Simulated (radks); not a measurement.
Task: Calculated with a radial shooting solver on a logarithmic mesh with Libxc functionals: scalar-relativistic Kohn-Sham, LB94 model potential, spin-polarised, spherical densities, finite nucleus; open shells are filled with parallel spins first; Fermi nuclear charge, rms radius of each element as measured or else 0.836 A^(1/3) + 0.57 fm. Response by self-consistent Sternheimer equations with the Hartree and adiabatic LDA kernel, the relativistic mass of each level held fixed and spin-orbit coupling left out. Rank S5+, S3+, S, S4+, S6+, S2+, S+ (NIST ground configurations) by static dipole polarisability, largest first.

Result: S 19.94, S+ 11.17, S2+ 7.267, S3+ 5.163, S4+ 3.952, S5+ 2.494, S6+ 0.07483 bohr^3.
